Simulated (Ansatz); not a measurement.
## Which is lower?

The two ends of one reaction step of GaHBrCl, closed shell (PBE0-D4/def2-TZVP).

A:

```
4
angstrom
Ga 1.5270 0.3463 -0.8895
Br -0.6467 -0.4550 -1.6580
H -0.7681 -0.1296 0.7431
Cl -0.1122 0.2381 1.8044
```

B:

```csv
atom,x (Å),y (Å),z (Å)
Ga1,1.7434,0.5218,-0.1820
Br2,-1.1437,-0.5792,-1.4434
H3,-1.0133,-0.3241,-0.0316
Cl4,0.4137,0.3814,1.6569
```

Program: Ansatz 0.2.0. Basis: def2-TZVPP. Cores are frozen in the correlated methods. Filled d shells of the heavier atoms are correlated. The def2 sets are not built for correlating such inner shells, so the correlated values are less sure here. B3LYP uses VWN-RPA correlation.

(1) Which structure is lower at CCSD(T), and by how much? (An estimate is asked for; the value comes from the calculation.)

T1 diagnostic: at most 0.011.

## Answers

(1) Computed: A, by 2.74 kcal/mol (electronic energy, against the other). By their contacts, A is a complex of GaBr + HCl and B is a complex of GaCl + HBr.

All methods give the same order:

| method | E(B) − E(A) (kcal/mol) |
| --- | --- |
| SPW92 | 2.86 |
| PBE-D4 | 3.08 |
| BLYP-D4 | 2.77 |
| r2SCAN-D4 | 2.85 |
| B97M-V | 2.03 |
| PBE0-D4 | 3.30 |
| B3LYP-D4 | 2.97 |
| r2SCAN0-D4 | 3.17 |
| BHLYP-D4 | 3.23 |
| CAM-B3LYP-D4 | 2.65 |
| wB97X-V | 2.69 |
| wB97M-V | 2.89 |
| B2PLYP | 2.90 |
| PBE-QIDH | 3.21 |
| RPA on PBE | 2.50 |
| HF | 3.37 |
| MP2 | 2.86 |
| CCSD | 2.79 |
| CCSD(T) | 2.74 |

For scale, one of the runs: CCSD(T)/def2-TZVPP, 152 basis functions, launched by `ansatz run in.yaml --threads 2 --pin off --events-out ev --progress --plain --max-ram 4352MiB`. Hardware: 2 CPU threads of an Intel Xeon Platinum 8375C, shared host. Wall time 36 s; peak host memory 0.98 GiB.
